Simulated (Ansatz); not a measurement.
```yaml
crystal:
  periodic: [false, false, false]
  atoms:
    - {symbol: O, position_ang: [-0.979024, -0.726876, 0.163022]}
    - {symbol: In, position_ang: [0.256757, 0.834307, -0.055280]}
    - {symbol: Br, position_ang: [2.672640, 0.301937, -0.433694]}
    - {symbol: H, position_ang: [-1.894873, -0.469568, 0.305652]}
basis:
  gaussian: {orbitals: def2-mTZVPP}
magnetization: {spin_polarized: true, initial_magnetization: 1}
hamiltonian: {xc: {name: wB97X-D}}
scf: {lower_state_search: light}
```

```sh
$ ansatz run in.yaml --threads 2 --pin off --events-out ev --progress --plain --max-ram 32768MiB --backend cpu
```

It prints (some lines left out):

```
Error: YAML parse error: error: line 11 column 19: hamiltonian.xc: no functional is named "wB97X-D"; the names, which are not case-sensitive, are SVWN5, SPW92, PBE, PBE0, PBEsol, revPBE, revPBE0, RPBE, rPW86-PBE, HSE06, wPBEh, LC-wPBE, HISS, HF, BLYP, B3LYP, B3LYP5, BHLYP, CAM-B3LYP, r2SCAN, r2SCANh, r2SCAN0, r2SCAN50, m-r2SCAN, B97, wB97, wB97X, wB97X-V, B97M-V, wB97M-V, B2PLYP, B2GP-PLYP, PBE0-DH, PBE-QIDH
 9 |   gaussian: {orbitals: def2-mTZVPP}
10 | magnetization: {spin_polarized: true, initial_magnetization: 1}
11 | hamiltonian: {xc: {name: wB97X-D}}
12 | scf: {lower_state_search: light}
```

(1) What is wrong with this run?

Results:

(1) The method's name isn't one that the program takes here. The program refused the input.

HSE06 is defined as in plane-wave codes.
